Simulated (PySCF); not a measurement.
Estimate the missing entries of this data sheet.

Compound: C5H9NO4.
SMILES: `CC(=O)OCOCC(N)=O`

| property | level | value |
| --- | --- | --- |
| point group of the GFN2-xTB geometry | GFN2-xTB | ? |
| rotational constants A, B, C of the GFN2-xTB geometry | GFN2-xTB | ? |
| dipole moment | PBE0/pcSseg-1 | 4.47 D |
| HOMO energy | PBE0/pcSseg-1 | ? |
| LUMO energy | PBE0/pcSseg-1 | ? |
| 13C chemical shifts (computed TMS as zero) by class | GIAO PBE0/pcSseg-1 | ? |
| 1H chemical shifts (computed TMS as zero) by class | GIAO PBE0/pcSseg-1 | ? |
| isotropic shieldings of nuclei other than C and H, by class | GIAO PBE0/pcSseg-1 | ? |

The electronic properties come from PySCF, for the isolated species, density fitting. One conformer (not necessarily the lowest) at the GFN2-xTB geometry, without solvent or vibrations. GFN2-xTB frequencies show an imaginary mode (25i cm⁻¹), so this geometry is no minimum at that level. NMR classes are plain means over equivalent atoms (diastereotopic ones count apart unless rotation or inversion swaps them), as if these changed places fast; in this geometry the members of some classes differ.

Question: Give the 13C chemical shifts (computed TMS as zero) by class.

Answer: 179.1 (1 C), 169.8 (1 C), 92.0 (1 C), 70.5 (1 C), 23.5 (1 C) ppm.

Question: Give the rotational constants A, B, C of the GFN2-xTB geometry.

Answer: 3.201, 0.716, 0.626 GHz.

Question: The point group of the GFN2-xTB geometry?

Answer: C1.

Question: What is the HOMO energy?

Answer: -7.07 eV.

Question: The 1H chemical shifts (computed TMS as zero) by class?

Answer: 8.25 (1 H), 5.18 (2 H), 4.74 (1 H), 3.97 (2 H), 2.24 (3 H) ppm.

Question: The LUMO energy?

Answer: -0.27 eV.

Question: The isotropic shieldings of nuclei other than C and H, by class?

Answer: 149 (1 N), -108 (1 O), -69 (1 O), 103 (1 O), 277 (1 O) ppm.

In atomic units the dipole is 1.76 e·bohr (1 au = 2.5417 D). With B = h/(8π²I), that is 505.379 GHz u Å² over I, the principal moments of inertia are 157.9, 706.2 and 807.8 u Å² (most abundant isotopes); the inertial defect Ic − Ia − Ib is -56.3 u Å² (zero for a rigid planar frame, negative otherwise). The rotational constants make it an asymmetric top with κ = (2B − A − C)/(A − C) = -0.93, nearer the prolate limit (−1).

For the NMR shielding job (PBE0/pcSseg-1), the run took 31 s wall on one thread of an Arm Neoverse V2, shared host with 96 logical CPUs at a one-minute load of 37, and the process peaked at 0.95 GiB of memory.
